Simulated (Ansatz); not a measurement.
CH$_{8}$O$_{2}$SSi$_{2}$ (`CO[SiH2]S[SiH2]O`) at its PBE0-D4/def2-TZVP geometry, where that method's forces vanish. Total charge 0; spin multiplicity 1.

```xyz
14

C     1.4115   -0.6749    1.4298
O     0.3677   -1.1218    0.5799
Si   -1.1743   -0.5497    0.7281
S    -1.2788    1.5133    0.2234
Si   -0.5834    1.2568   -1.7958
O     0.8681    0.5012   -1.8487
H     1.1472   -0.8139    2.4831
H     2.3007   -1.2668    1.2108
H     1.6326    0.3825    1.2561
H    -1.6453   -0.6659    2.1303
H    -1.9594   -1.3781   -0.2133
H    -0.4151    2.6094   -2.3670
H    -1.6163    0.4853   -2.5331
H     0.9448   -0.2774   -1.2834
```

What forces (eV/Å) does ωB97M-V/def2-TZVPP give on these atoms in Ansatz? (Best estimate.)

Ansatz gave: 
```
C1   0.257  0.090  0.190
O2  -0.131 -0.080 -0.142
Si3 -0.214 -0.115  0.058
S4   0.016  0.004  0.010
Si5 -0.183  0.147 -0.187
O6   0.057 -0.091  0.062
H7   0.018  0.012 -0.090
H8  -0.076  0.060  0.028
H9  -0.019 -0.084  0.008
H10  0.063  0.009 -0.160
H11  0.088  0.103  0.105
H12 -0.021 -0.170  0.069
H13  0.120  0.085  0.090
H14  0.027  0.028 -0.041
```
